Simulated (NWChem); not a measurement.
All runs are NWChem calculations. System: iodine monochloride (ClI), charge 0, spin multiplicity 1, at a geometry optimised with PBE0/def2-SVP with def2 effective core potentials on I. Level: MP2/def2-TZVP with def2 effective core potentials on I, 9 core orbitals frozen.

Job file:

```
start mol
memory heap 200 mb stack 900 mb global 1100 mb
geometry units angstroms nocenter noautoz
  Cl     0.000000     0.000000     1.784313
  I      0.000000     0.000000    -0.572327
  symmetry group C2v
end
basis spherical
  * library def2-tzvp
end
ecp
  I library def2-ecp
end
scf
  rhf
  nopen 0
  maxiter 100
  thresh 1e-7
  semidirect memsize 60000000 filesize 0
end
mp2
  freeze core 9
end
task mp2 energy
```

Output (cleaned and shortened):

```
             Northwest Computational Chemistry Package (NWChem) 7.3.0
             --------------------------------------------------------

                                NWChem Input Module
                                -------------------

 Scaling coordinates for geometry "geometry" by  1.889725989
 (inverse scale =  0.529177249)

 Turning off AUTOSYM since
 SYMMETRY directive was detected!

                             Geometry "geometry" -> ""
                             -------------------------

 Output coordinates in angstroms (scale by  1.889725989 to convert to a.u.)

  No.       Tag          Charge          X              Y              Z
 ---- ---------------- ---------- -------------- -------------- --------------
    1 Cl                  17.0000     0.00000000     0.00000000     1.78431300
    2 I                   53.0000     0.00000000     0.00000000    -0.57232700

 Effective nuclear repulsion energy (a.u.)     202.3171555048

            Nuclear Dipole moment (a.u.)
            ----------------------------
        X                 Y               Z
 ---------------- ---------------- ----------------
     0.0000000000     0.0000000000    -0.0000188973

      Symmetry information
      --------------------

 Group name             C2v
 Group number             16
 Group order               4
 No. of unique centers     2

      Symmetry unique atoms

     1    2


 Summary of "ao basis" -> "" (spherical)
 ------------------------------------------------------------------------------
       Tag                 Description            Shells   Functions and Types
 ---------------- ------------------------------  ------  ---------------------
 *                         def2-tzvp                  on all atoms

 Summary of "ao basis" -> "ao basis" (spherical)
 ------------------------------------------------------------------------------
       Tag                 Description            Shells   Functions and Types
 ---------------- ------------------------------  ------  ---------------------
 Cl                        def2-tzvp                13       37   5s5p2d1f
[...]
     1   1 0 0     -0.000000      0.000000      0.000000
     1   0 1 0     -0.000000      0.000000      0.000000
     1   0 0 1     -0.572250      0.000000     30.283135

     2   2 0 0    -29.941306      0.000000      0.000000
     2   1 1 0     -0.000000      0.000000      0.000000
     2   1 0 1     -0.000000      0.000000      0.000000
     2   0 2 0    -29.941306      0.000000      0.000000
     2   0 1 1     -0.000000      0.000000      0.000000
     2   0 0 2    -27.188124      0.000000    222.524066

                   NWChem MP2 Semi-direct Energy/Gradient Module
                   ---------------------------------------------

  Basis functions       =     87
  Molecular orbitals    =     87
  Frozen core           =      9
  Frozen virtuals       =      0
  Active alpha occupied =     12
  Active beta occupied  =     12
  Active alpha virtual  =     66
  Active beta virtual   =     66
  Use MO symmetry       = T
  Use skeleton AO sym   = T

  AO/Fock/Back tols     =   1.0D-09  1.0D-09  1.0D-09

 GA uses MA = F    GA memory limited = T

 Available:
  local mem=  1.26D+08
 global mem=  1.44D+08
 local disk=  0.00D+00
  mp2_memr nvloc                    66
  nvloc new                    66
   1 passes of  12:        4194304                      55024                  10081401.
   1 passes of  12: M    126136041           G      144164062           F     121941737.

 Semi-direct pass number   1 of   1  for RHF alpha+beta  at        1.2s
  vrange nnbf                  3739
  mp2_eaftype                    38  avail_ma_in_mb                  1099
 EAF : mp2_eaftype filesize          38    5040701.
  mp2_eaf for mointskh                     38
Node 0 wrote     23.7 Mb in      0.0 s     Agg I/O rate:  3062.2 Mb/s
 Done moints_semi at        3.5s
  mp2_eaftype                    38  avail_ma_in_mb                  1061
 EAF : mp2_eaftype filesize          38    5040701.
  mp2_eaf for kh                    38
 Done maket at        3.6s
 Done multipass loop at        3.6s

          -------------------------------------------
          SCF energy                -756.164934543911
          Correlation energy          -0.678628908502
          Singlet pairs               -0.337699301930
          Triplet pairs               -0.340929606572
          Total MP2 energy          -756.843563452413
          -------------------------------------------

          ---------------------------------------------------
                    Spin Component Scaled (SCS) MP2
          Same spin pairs                     -0.227286404381
          Same spin scaling factor             0.333333333333
          Opposite spin pairs                 -0.451342504120
          Opposite spin scaling fact.          1.200000000000
          SCS-MP2 correlation energy          -0.617373139738
          Total SCS-MP2 energy              -756.782307683649
          ---------------------------------------------------

 -----------------------
 Performance information
 -----------------------

 Timer overhead =  1.49D-07 seconds/call

               Nr. of calls         CPU time (s)                 Wall time (s)                GFlops
             ---------------    -------------------     ------------------------------   -------------------
Name         Min   Avg   Max    Min     Avg     Max     Min     Avg     Max   Mx/calls   Min     Max     Sum
mp2: moin     1     1     1    2.3     2.3     2.3      2.3     2.3     2.3     2.3      0.0     0.0     0.0
mp2: make     1     1     1   8.04E-2 8.04E-2 8.04E-2  8.04E-2 8.04E-2 8.04E-2 8.04E-2   0.0     0.0     0.0
mp2: tota     1     1     1    2.4     2.4     2.4      2.4     2.4     2.4     2.4      0.0     0.0     0.0

 The average no. of pstat calls per process was 3.00D+00
 with a timing overhead of 4.48D-07s

 Task  times  cpu:        3.6s     wall:        3.6s

 Total times  cpu:        3.6s     wall:        3.6s
```
